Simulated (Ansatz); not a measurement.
Gas-phase electronic energies from Ansatz, PBE0-D4/def2-TZVP geometries. CBS: MP2 limit from def2 TZ/QZ plus the TZ coupled-cluster correction, frozen cores. This one scheme is used for every species. Functionals use def2-TZVPP. B3LYP here is the variant with VWN-RPA as its local correlation; programs differ in this. HSE06 is defined as in plane-wave codes. For Ge outer-core shells are correlated without core-valence functions, which leaves a few kJ/mol of doubt a bond. Scalar relativity is left out up to krypton. Each species was taken in one conformer, which may not be the lowest.

`[CH3][GeH]([OH])[Cl]` + H–F → `[CH3][GeH]([OH])[F]` + HCl  (ligand exchange at a Ge–Cl bond)

```csv
level,ΔE (kcal/mol),difference from CCSD(T)/CBS
BLYP-D4,0.5,-1.6
HSE06-D4,2.9,0.8
B2PLYP,0.3,-1.8
r2SCAN,0.7,-1.4
B3LYP,-0.3,-2.4
r2SCAN0,1.6,-0.5
RPA@PBE/def2-TZVPP,0.3,-1.8
HF/def2-SVP,-1.0,-3.1
MP2/def2-TZVPP,2.5,0.4
HF/CBS(def2),-0.9,-3.0
CCSD(T)/CBS,2.1,0
```

**Question.** What do rigid-rotor, harmonic-oscillator terms from PBE0-D4/def2-TZVP frequencies (298.15 K, 1 bar) make of the CCSD(T)/CBS value? (Best estimate.)

**Answer.** The calculation gave: ΔZPE = -1.1 kcal/mol, ΔH = +0.8 kcal/mol, ΔS = 2 J/(mol·K), ΔG = +0.6 kcal/mol.

Largest T1 diagnostic among the species: 0.011.

In def2-TZVPP, CCSD(T) changes the Hartree–Fock value by +1.6 kcal/mol (the triples alone add +0.4 kcal/mol) and MP2 by +2.9 kcal/mol. Leaving LDA and LC-ωPBE aside and taking each functional with its dispersion term where it has one, the values, not all of them listed here, spread over 3.3 kcal/mol, from CAM-B3LYP-D4 to HSE06-D4. From PBE to PBE0 (25 % exact exchange), in def2-TZVPP and without D4, ΔE moves by +0.8 kcal/mol.
